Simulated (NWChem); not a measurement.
# C₂H₈OSi; SMILES CCO[SiH3]

```xyz
12

Si     0.0380     1.6444    -0.0016
O      0.4396     0.0300     0.0012
C     -0.5005    -1.0184     0.0008
C      0.2229    -2.3446     0.0013
H     -0.7653     1.9972    -1.2157
H     -0.7682     2.0009     1.2095
H      1.3187     2.4008    -0.0011
H     -1.1589    -0.9456     0.8891
H     -1.1580    -0.9458    -0.8883
H      0.8614    -2.4338     0.8927
H     -0.4941    -3.1795    -0.0007
H      0.8647    -2.4325    -0.8879
```
Atoms are numbered in this order, from 1.

All runs: NWChem. Coordinates come from a PBE0/def2-SVP optimisation. Level: PBE0/def2-SVP with SMD (1 M gas to 1 M solution), gas-phase geometry. Reactions with the solvent are ignored.

**Question.** Predict the results for solvent toluene. Quantities: solvation free energy (kcal/mol); cavity-dispersion-structure term (kcal/mol); dipole in solution (D).

**Answer.** 
| Item | Result |
|---|---|
| solvation free energy (kcal/mol) | -2.2 |
| cavity-dispersion-structure term (kcal/mol) | -1.4 |
| dipole in solution (D) | 1.23 |
